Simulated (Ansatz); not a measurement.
Total energies of H2I2O2Ti, SMILES `[OH][Ti]([OH])([I])[I]`.

```json
{"atom": "O1", "x (Å)": "0.329", "y (Å)": "-0.499", "z (Å)": "-1.380"}
{"atom": "Ti2", "x (Å)": "-0.231", "y (Å)": "0.097", "z (Å)": "0.171"}
{"atom": "O3", "x (Å)": "1.117", "y (Å)": "0.209", "z (Å)": "1.303"}
{"atom": "I4", "x (Å)": "-1.298", "y (Å)": "2.413", "z (Å)": "-0.169"}
{"atom": "I5", "x (Å)": "-2.018", "y (Å)": "-1.516", "z (Å)": "1.079"}
{"atom": "H6", "x (Å)": "0.044", "y (Å)": "-0.728", "z (Å)": "-2.265"}
{"atom": "H7", "x (Å)": "2.057", "y (Å)": "0.023", "z (Å)": "1.261"}
```

The species carries charge 0 and has multiplicity 1. Correlated methods include outer-core shells of I, Ti, which these sets cover unevenly. Scalar relativity is left out up to krypton. I: def2 effective core potential. The geometry is a stationary point of PBE0-D4/def2-TZVP. It is one conformer, not always the lowest. Basis def2-TZVPP, Ansatz.

RPA on PBE orbitals: Hartree–Fock energy of these orbitals -1592.79243 Eh, correlation -2.62792 Eh (frozen core).

| functional | energy without D4 (Eh) | D4 term (kJ/mol) |
| --- | --- | --- |
| LDA (SPW92) | -1592.93748 | – |
| PBE | -1596.46436 | -25.4 |
| revPBE | -1596.79399 | -53.7 |
| BLYP | -1596.76203 | -51.9 |
| r2SCAN | -1596.99641 | -5.8 |
| B97M-V | -1596.56169 | – |
| PBE0 | -1596.50958 | -22.3 |
| B3LYP | -1597.05564 | -41.8 |
| r2SCAN0 | -1596.87401 | -7.3 |
| HSE06 (plane-wave form) | -1596.49208 | -21.5 |
| BHLYP | -1596.62291 | -41.3 |
| LC-ωPBE | -1596.63389 | – |
| ωB97X-V | -1596.63543 | – |
| B2PLYP | -1596.26539 | – |

Give the same for r2SCANh, CAM-B3LYP, ωB97M-V, PBE-QIDH. (An estimate is asked.)

The calculation gave: 
```
functional  energy without D4 (Eh)  D4 term (kJ/mol)
   r2SCANh             -1596.94625              -6.5
 CAM-B3LYP             -1596.83117             -23.9
   ωB97M-V             -1596.70055                 –
  PBE-QIDH             -1596.07429                 –
```

B3LYP takes the VWN-RPA correlation (the form of Gaussian; ORCA's B3LYP/G). HSE06 is the plane-wave form, built on full-range PBE exchange. The double hybrids freeze the cores in their second-order part.

LC-ωPBE has ω = 0.4 bohr⁻¹.
